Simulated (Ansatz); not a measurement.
`CN[Si](F)(Cl)OC`, relaxed with RKS PBE0-D4/def2-TZVP in Ansatz from a GFN2-xTB geometry. The force threshold is 0.005 eV/Å; the program also tests the step.

Total charge 0; spin multiplicity 1.

Start:

```xyz
14

C    -1.348   -1.586   -1.147
N    -0.879   -0.389   -0.473
Si    0.727    0.196   -0.554
F     1.622   -1.081   -0.140
Cl    1.395    0.859   -2.310
O     1.003    1.420    0.449
C     0.892    1.481    1.849
H    -2.206   -1.992   -0.611
H    -0.550   -2.324   -1.143
H    -1.636   -1.391   -2.184
H    -1.619    0.288   -0.364
H    -0.157    1.438    2.149
H     1.326    2.428    2.167
H     1.430    0.654    2.314
```

**Question.** How much energy does the relaxation release, and in how many steps? (Best estimate.)

**Answer.** The calculation gave: 7.77 kJ/mol, in 17 steps.

**Question.** Which bonds change most? (Estimate.)

**Answer.** Ansatz gave: Si3–Cl5 from 1.993 to 2.038 Å; Si3–F4 from 1.613 to 1.589 Å; N2–Si3 from 1.711 to 1.687 Å; O6–C7 from 1.406 to 1.416 Å.

**Question.** Give the relaxed structure. (An estimate is asked.)

**Answer.** The calculation gave: 
```xyz
14

C    -1.367   -1.509   -1.055
N    -0.839   -0.264   -0.529
Si    0.786    0.191   -0.581
F     1.629   -1.106   -0.219
Cl    1.472    0.809   -2.398
O     1.080    1.416    0.429
C     0.856    1.382    1.827
H    -2.231   -1.837   -0.471
H    -0.607   -2.288   -0.977
H    -1.667   -1.435   -2.106
H    -1.515    0.484   -0.509
H    -0.080    0.871    2.072
H     0.803    2.411    2.183
H     1.680    0.874    2.334
```
